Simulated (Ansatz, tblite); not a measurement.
Cost and result up the ladder for Sr₂S₂⁺ (the lowest doublet isomer of a short search) (4 atoms). The state is a doublet with charge 1. Geometry: r2SCAN-D4/def2-TZVP.

```xyz
4

Sr    0.159   -1.714   -1.268
Sr   -0.150    1.715    1.269
S     0.006    0.957   -1.292
S    -0.015   -0.957    1.292
```

Ansatz on 4 threads of Arm Neoverse V2 on a shared host; xTB runs through tblite on one thread. Times are rough, summed over both states, and most runs start from the orbitals of an earlier one. ωB97X-V/def2-TZVP serves as the yardstick here, not as an exact answer. The other state is a quartet at its own geometry, which has other bonds, so the gap mixes isomer and spin.

In the def2 sets Sr takes a core potential; there is no spin–orbit coupling. The xTB rows come from tblite. B3LYP takes the VWN-RPA correlation. Correlated methods freeze 10 core orbitals; core or outer-core shells of Sr are correlated, in sets that lack core-valence functions. In CCSD on the charge 1 quartet the largest single amplitude is 0.47, so its Hartree–Fock determinant may place the open shell otherwise than the density functionals do. The structure comes from a short search, and lower isomers may exist.

Run but left out: HF/def2-TZVP, HF/def2-TZVPP, MP2/def2-TZVP, MP2/def2-TZVPP (quartet: a determinant that CCSD turns far, T1 0.077).

Correlated methods converge slowly with the basis.

xTB has no spin-polarisation term.

```tsv
level	functions	wall time
GFN1-xTB	36	0.008 s
GFN2-xTB	36	0.012 s
PBE-D4/def2-TZVP	140	5.4 s
BLYP-D4/def2-TZVP	140	6.9 s
PBE0-D4/def2-TZVP (with forces)	140	7.8 s
RPA@PBE/def2-TZVP	140	8.7 s
B3LYP-D4/def2-TZVP	140	8.7 s
r2SCAN-D4/def2-TZVP	140	15 s
B97M-V/def2-TZVP	140	23 s
ωB97X-V/def2-TZVP	140	61 s
CCSD(T)/def2-TZVPP	164	5 min
```

Problem. Estimate what each level gives for the quartet − doublet (eV).

Solution. 
| level | quartet − doublet (eV) | difference from ωB97X-V/def2-TZVP (eV) | remarks |
| --- | --- | --- | --- |
| GFN1-xTB | 2.44 | -0.66 | – |
| GFN2-xTB | 0.81 | -2.29 | – |
| PBE-D4/def2-TZVP | 2.38 | -0.71 | – |
| BLYP-D4/def2-TZVP | 2.21 | -0.89 | – |
| PBE0-D4/def2-TZVP (with forces) | 2.62 | -0.48 | – |
| RPA@PBE/def2-TZVP | 1.93 | -1.17 | – |
| B3LYP-D4/def2-TZVP | 2.43 | -0.67 | – |
| r2SCAN-D4/def2-TZVP | 2.63 | -0.47 | – |
| B97M-V/def2-TZVP | 2.37 | -0.72 | – |
| ωB97X-V/def2-TZVP | 3.10 | 0.00 | – |
| CCSD(T)/def2-TZVPP | 2.61 | -0.49 | large T1 (0.077) (quartet) |
